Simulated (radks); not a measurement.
Results of a calculation; reference values are marked as such.
Polarisability of neutral copper, [Ar] 3d10 4s1, at imaginary frequency. Code: a radial shooting solver on a logarithmic mesh with Libxc functionals. Model: scalar-relativistic Kohn-Sham, exchange-only LDA, spin-polarised, spherical densities, finite nucleus; open shells are filled with parallel spins first; Fermi nuclear charge, rms radius 3.8823 fm. Response by self-consistent Sternheimer equations with the Hartree and adiabatic exchange-only LDA kernel, the relativistic mass of each level held fixed and spin-orbit coupling left out.

| w (hartree) | alpha1(iw) (bohr^3) | alpha2(iw) (bohr^5) |
|---|---|---|
| 0.00266 | 44.49 | 469.7 |
| 0.0143 | 44.19 | 448.9 |
| 0.0360 | 42.57 | 401.2 |
| 0.0697 | 38.17 | 357.8 |
| 0.118 | 30.70 | 307.7 |
| 0.186 | 22.15 | 242.2 |
| 0.280 | 14.88 | 171.5 |
| 0.413 | 9.690 | 110.4 |
| 0.605 | 6.230 | 65.68 |
| 0.892 | 3.943 | 36.48 |
| 1.35 | 2.409 | 18.83 |
| 2.12 | 1.369 | 8.824 |
| 3.59 | 0.6796 | 3.562 |
| 6.94 | 0.2591 | 1.104 |
| 17.5 | 0.05659 | 0.1953 |

Static values: alpha1 = 44.51 bohr^3 (6.595 angstrom^3; uncoupled 67.93), alpha2 = 470.7 bohr^5, alpha3 = 8247 bohr^7. C6 = 293.8, C8 = 14800, triple-dipole C9 = 9072 atomic units. One-pole (London) frequency 4 C6 / (3 alpha1^2) = 0.198 hartree, against 0.145 for minus the highest occupied eigenvalue. Recommended static value: 46.5 bohr^3 (Schwerdtfeger and Nagle, 2023 table).
